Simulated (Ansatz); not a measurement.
Basis sets compared for Ge(NCO)Me3 (C4H9GeNO). Total charge 0; singlet. Geometry PBE0-D4/def2-SVP. Ansatz on 4 threads of Intel Xeon on a shared host; times are rough, and most runs start from earlier orbitals.

```
atom    x (Å)    y (Å)    z (Å)
 Ge1  -0.0675   0.0373  -0.0631
  N2   1.2839  -0.6386   0.9814
  C3   2.1271  -1.0820   1.7004
  O4   2.9621  -1.5174   2.4014
  C5   0.6393   0.1236  -1.8712
  H6  -0.1207   0.5181  -2.5623
  H7   0.9374  -0.8781  -2.2128
  H8   1.5200   0.7809  -1.9063
  C9  -0.4858   1.7936   0.6568
 H10  -1.2878   2.2674   0.0710
 H11   0.4021   2.4413   0.6233
 H12  -0.8178   1.7098   1.7017
 C13  -1.5537  -1.2054   0.0963
 H14  -1.8742  -1.2856   1.1450
 H15  -1.2566  -2.2039  -0.2556
 H16  -2.4079  -0.8612  -0.5060
```

Binding counts from free atoms (Ge triplet, N quartet, C triplet, O triplet, H doublet) in the same basis, without a counterpoise term.

```tsv
level	functions	energy (Eh)	HOMO (eV)	LUMO (eV)	binding per atom (eV)	wall time
PBE-D4/def2-SVP	161	-2363.7466	-6.32	0.41	4.31	4.7 s
PBE-D4/def2-TZVP (with forces)	288	-2364.3371	-6.51	-0.17	4.27	9 s
PBE0-D4/def2-SVP	161	-2363.8257	-7.75	1.21	4.22	7.5 s
PBE0-D4/def2-TZVP	288	-2364.4104	-7.87	0.59	4.19	13 s
```

Problem. Estimate the rows for PBE-D4/def2-TZVPD, PBE0-D4/def2-TZVPD.

Solution. 
```tsv
level	functions	energy (Eh)	HOMO (eV)	LUMO (eV)	binding per atom (eV)	wall time
PBE-D4/def2-TZVPD	360	-2364.3388	-6.55	-0.74	4.27	12 s
PBE0-D4/def2-TZVPD	360	-2364.4118	-7.89	-0.13	4.19	23 s
```
